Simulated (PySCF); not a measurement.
## `O=C(F)C(F)(F)C(F)(F)C(=O)F`: 4 charge schemes on one density

Species: C4F6O2.
Structure used (GFN2-xTB), in Å, numbered top down from 1:
```xyz
12
C4F6O2 angstrom
O      1.7229    1.6338    0.0125
C      1.6614    0.4668    0.0940
F      2.5174   -0.2669    0.7988
C      0.5937   -0.4435   -0.5687
F      1.0802   -1.6701   -0.8055
F      0.2434    0.0851   -1.7613
C     -0.6825   -0.5377    0.3369
F     -0.2941   -0.6530    1.6254
F     -1.3810   -1.6410    0.0324
C     -1.5526    0.7380    0.1823
O     -1.4257    1.7390    0.7771
F     -2.4819    0.5490   -0.7500
```

Density: PBE0/pcSseg-1 (PySCF); schemes: Mulliken, IAO, Hirshfeld and ESP-fitted. Geometry: GFN2-xTB, one conformer, isolated molecule.

Atoms with like bonding are taken together and averaged. For which atoms does the sign change between the 4 schemes (beyond +0.03 e in one, beyond −0.03 e in another)?

For none.

Do the Mulliken, IAO, Hirshfeld and ESP-fitted schemes agree on where the charge is highest?

All schemes agree: Mulliken C2/C10 (+0.551); IAO C2/C10 (+0.589); Hirshfeld C2/C10 (+0.222); ESP-fitted C2/C10 (+0.692).

At which atom do the 4 schemes differ most?

At C2/C10: from +0.222 (Hirshfeld) to +0.692 e (ESP-fitted), 0.470 e apart.

Tabulate the Mulliken, IAO, Hirshfeld and ESP-fitted charges.

In e; atoms taken as equivalent share a row and are averaged (×n: the atom named and its like, n in all):

| atom | environment | Mulliken | IAO | Hirshfeld | ESP-fitted |
| --- | --- | --- | --- | --- | --- |
| O1/O11 | carbonyl oxygen | -0.288 | -0.325 | -0.183 | -0.403 |
| C2/C10 | acyl halide carbon | +0.551 | +0.589 | +0.222 | +0.692 |
| F3/F12 | acyl fluorine | -0.227 | -0.242 | -0.059 | -0.207 |
| C4/C7 | CF2 carbon | +0.469 | +0.494 | +0.164 | +0.186 |
| F5/F6/F8/F9 | fluorine of a CF2 group | -0.253 | -0.258 | -0.072 | -0.134 |

Mean size of the charges over all atoms: IAO 0.361 e, Mulliken 0.340 e, ESP-fitted 0.293 e, Hirshfeld 0.128 e. Each set sums to the total charge, 0, to within 0.001 e. The IAO scheme counts the electrons in orthogonalised intrinsic atomic orbitals, a minimal basis polarised so that it spans the occupied orbitals exactly.

Some averages cover members that differ in this geometry: F5/F6/F8/F9, ESP-fitted -0.154 to -0.113; C4/C7, ESP-fitted +0.172 to +0.201 e.

How closely do the schemes follow one another over all atoms?

Correlation coefficient and root-mean-square difference: Mulliken with IAO 1.00, 0.025 e; IAO with Hirshfeld 0.97, 0.248 e; Mulliken with Hirshfeld 0.97, 0.226 e; Hirshfeld with ESP-fitted 0.95, 0.224 e; IAO with ESP-fitted 0.92, 0.155 e; Mulliken with ESP-fitted 0.91, 0.154 e.

How many electrons does the IAO scheme count on F6?

Its own charge is -0.266 e, so Z − q = 9.266.
